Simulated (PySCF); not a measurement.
Ligands exchanged one at a time, Sn OCH3-H. Gas-phase values, no solvent. One relaxed conformer stands for each flexible species; it need not be the lowest. Strings in code marks are SMILES.

Computed with M06-2X/def2-TZVP // B3LYP-D3(BJ)/def2-SVP in PySCF. Delta-SCF ions had no search for a lower state. 

```tsv
species	HOMO (eV)	S1 oscillator strength	HOMO–LUMO gap (eV)	vertical ionisation energy (Delta-SCF) (eV)
0 of 4 OCH3 replaced by H (`C[O][Sn]([O]C)([O]C)[O]C`)	-9.58	0.000	8.83	10.25
1 of 4 OCH3 replaced by H (`C[O][SnH]([O]C)[O]C`)	-9.34	___	9.35	10.08
2 of 4 OCH3 replaced by H (`C[O][SnH2][O]C` (C–O–Sn–O torsion 60°, O–Sn–O–C torsion 60°))	-9.20	0.008	9.55	9.95
3 of 4 OCH3 replaced by H	-9.01	___	9.13	9.83
4 of 4 OCH3 replaced by H (`[SnH4]`)	-10.22	–	___	___
```

Task: What belongs in the gaps?

Result: 
- 1 of 4 OCH3 replaced by H (`C[O][SnH]([O]C)[O]C`), S1 oscillator strength: 0.007
- 3 of 4 OCH3 replaced by H, S1 oscillator strength: 0.004
- 4 of 4 OCH3 replaced by H (`[SnH4]`), HOMO–LUMO gap (eV): 11.44
- 4 of 4 OCH3 replaced by H (`[SnH4]`), vertical ionisation energy (Delta-SCF) (eV): 11.57
